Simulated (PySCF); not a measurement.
Si(NHSiH3)(Me)(Cl)2 (CH7Cl2NSi2), SMILES C[Si](Cl)(Cl)N[SiH3]. Atoms are numbered in the order given.

```xyz
13

C      1.7922    -0.7962    -0.7501
Si     0.4224     0.0362     0.1747
Cl     0.3052     1.9981    -0.4888
Cl     0.8514     0.1040     2.1955
N     -1.0920    -0.7634     0.0355
Si    -1.9174    -1.2942    -1.4108
H      1.9177    -1.8286    -0.3911
H      2.7345    -0.2490    -0.6024
H      1.5729    -0.8190    -1.8283
H     -1.6456    -0.7459     0.8894
H     -0.9263    -1.2270    -2.5234
H     -2.4018    -2.6989    -1.2559
H     -3.0926    -0.4340    -1.7455
```

The structure is a stationary point at PBE0-D3(BJ)/def2-SVP. One conformer was computed; it need not be the lowest.

Two levels are set side by side: PBE/pcSseg-1 (PySCF) and B3LYP/pcSseg-1 (PySCF). GIAO shifts against HCl (³⁵Cl), NH3 (¹⁵N), TMS (²⁹Si), TMS (¹H), TMS (¹³C) at the same level; non-relativistic, no solvent, atoms listed together averaged. Without spin–orbit terms, shifts of atoms bonded to Cl or Br come out too high at both levels. Differences are taken from unrounded values.

```csv
quantity,B3LYP
δ(¹³C) of C1 (ppm),8.4
δ(²⁹Si) of Si2 (ppm),21.7
δ(¹⁵N) of N5 (ppm),47.2
δ(²⁹Si) of Si6 (ppm),-59.5
δ(¹H) of H10 (ppm),0.85
```

### Question
What does PBE give, and how far is it from B3LYP? (Estimate from the structure and the level; the computed values follow.)

### Answer

```tsv
quantity	PBE	PBE minus B3LYP
δ(¹³C) of C1 (ppm)	8.6	0.2
δ(²⁹Si) of Si2 (ppm)	23.2	1.5
δ(¹⁵N) of N5 (ppm)	51.2	4.0
δ(²⁹Si) of Si6 (ppm)	-58.3	1.2
δ(¹H) of H10 (ppm)	0.90	0.05
```

Rough cost on one machine, each run with all the roots and properties that it gave: B3LYP against PBE within a factor of 2.
